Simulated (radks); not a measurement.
The numbers below are computed, except where a source is named.
Polarisability of neutral samarium, [Xe] 4f6 6s2, at imaginary frequency. Level of theory: non-relativistic Kohn-Sham, LDA (Slater exchange, Perdew-Wang correlation), spin-polarised, spherical densities, point nucleus; open shells are filled with parallel spins first (spin-orbit coupling, left out, can overturn this in heavy ions); relativity is left out, which matters for an element this heavy (a radial shooting solver on a logarithmic mesh with Libxc functionals). Response by self-consistent Sternheimer equations with the Hartree and adiabatic LDA kernel.

| w (hartree) | alpha1(iw) (bohr^3) |
|---|---|
| 0.00266 | 212.7 |
| 0.0143 | 208.6 |
| 0.0360 | 188.6 |
| 0.0697 | 144.6 |
| 0.118 | 92.70 |
| 0.186 | 53.72 |
| 0.280 | 30.81 |
| 0.413 | 18.39 |
| 0.605 | 11.48 |
| 0.892 | 7.219 |
| 1.35 | 4.323 |
| 2.12 | 2.342 |
| 3.59 | 1.101 |
| 6.94 | 0.4109 |
| 17.5 | 0.09258 |

Static values: alpha1 = 212.9 bohr^3 (31.55 angstrom^3; uncoupled 412.0). C6 = 3623, triple-dipole C9 = 557600 atomic units. One-pole (London) frequency 4 C6 / (3 alpha1^2) = 0.107 hartree, against 0.125 for minus the highest occupied eigenvalue. The dipole shielding factor is 0.999, as the force sum rule N/Z = 1.000 demands. Recommended static value: 192 bohr^3 (Schwerdtfeger and Nagle, 2023 table).
